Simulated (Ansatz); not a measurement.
## Bend profile

SiNH2F2 (SMILES [NH][SiH](F)F), doublet, at its PBE0-D4/def2-TZVP minimum:

```csv
atom,x (Å),y (Å),z (Å)
N1,-0.0254,1.0017,-0.9037
Si2,0.1880,-0.2449,0.2730
F3,1.5787,-0.9414,-0.0047
F4,-0.9086,-1.3902,0.2074
H5,-0.9778,1.1567,-1.2365
H6,0.1872,0.3541,1.6183
```

The angle F3–Si2–N1 (107.9° at the minimum) is set to the values below, F3, with anything bonded beyond it, turning rigidly in the plane of the angle. Each method's energies count from its own value at the PBE0-D4 minimum structure. Ansatz 0.2.0; basis: def2-TZVPP; cores frozen in the correlated methods; orbitals are unrestricted.

CCSD(T) energies along the scan:
```
angle (°)  CCSD(T) (kcal/mol)
     77.9               30.75
     85.4               15.61
     92.9                6.38
    100.4                1.48
    107.9                0.00
    115.4                1.44
    122.9                5.57
    130.4               12.35
    137.9               21.88
```
They count from the CCSD(T) energy at the PBE0-D4 minimum.

Minimum and curvature along this coordinate at CCSD(T): A fifth-order fit through the nearest points gives 107.8°, with a curvature of about 2.2 meV/deg².

Largest difference from the CCSD(T) curve over the scan: PBE-D4 2.60; r2SCAN-D4 1.12; PBE0-D4 1.18; HF 3.80 kcal/mol. Each curve counts from its own value at the minimum.

No T1 diagnostic of these runs exceeds 0.014. ⟨S²⟩ of the unrestricted Hartree–Fock references: 0.76 (a pure state has 0.75).

For scale, one of the runs: CCSD(T)/def2-TZVPP, 163 basis functions (an equivalent command: `ansatz run in.yaml --threads 4`). Hardware: 4 CPU threads, shared host. Wall time 2.6 min; peak host memory 3.3 GiB.
